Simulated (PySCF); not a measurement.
HSE06 on Ca⁻ (calcium, charge -1), [Ar] 3d1 4s2, 2D determinant. Calculation: PySCF 2.14, in aug-cc-pVTZ-X2C (7s6p4d2f, 59 functions); scalar relativity by spin-free X2C-1e.

```
cycle= 1 E= -680.258832293592  delta_E= 0.0147  |g|= 0.0636  |ddm|= 1.52
cycle= 2 E= -680.269428804248  delta_E= -0.0106  |g|= 0.0769  |ddm|= 1.65
cycle= 3 E= -680.279594285207  delta_E= -0.0102  |g|= 0.0157  |ddm|= 0.908
cycle= 4 E= -680.280265885227  delta_E= -0.000672  |g|= 0.0067  |ddm|= 0.195
cycle= 5 E= -680.280399400551  delta_E= -0.000134  |g|= 0.00809  |ddm|= 0.212
cycle= 6 E= -680.280493103761  delta_E= -9.37e-05  |g|= 0.00347  |ddm|= 0.0268
cycle= 7 E= -680.280516234054  delta_E= -2.31e-05  |g|= 0.000817  |ddm|= 0.0279
cycle= 8 E= -680.280517525207  delta_E= -1.29e-06  |g|= 0.000325  |ddm|= 0.00435
cycle= 9 E= -680.280517708909  delta_E= -1.84e-07  |g|= 2.11e-05  |ddm|= 0.00198
cycle= 10 E= -680.28051770966  delta_E= -7.5e-10  |g|= 6.89e-06  |ddm|= 0.000109
converged SCF energy = -680.28051770966  <S^2> = 0.75458029  2S+1 = 2.0045751
```

Highest occupied orbital energy: 1.677 eV; ⟨L²⟩ = 6.02; populations by l: s 8.00, p 12.00, d 1.00, f 0.00.

Question: Can this result be used?

Answer: With care. Self-consistency was reached. The configuration of this anion was assumed by filling the next shell in order. It is not the known or likely ground configuration (Ca⁻, Sr⁻ and Ba⁻, for instance, bind a p electron), so these values are not the electron affinity of the element. At HSE06 the highest occupied level has a positive energy, so only the finite basis holds that electron.
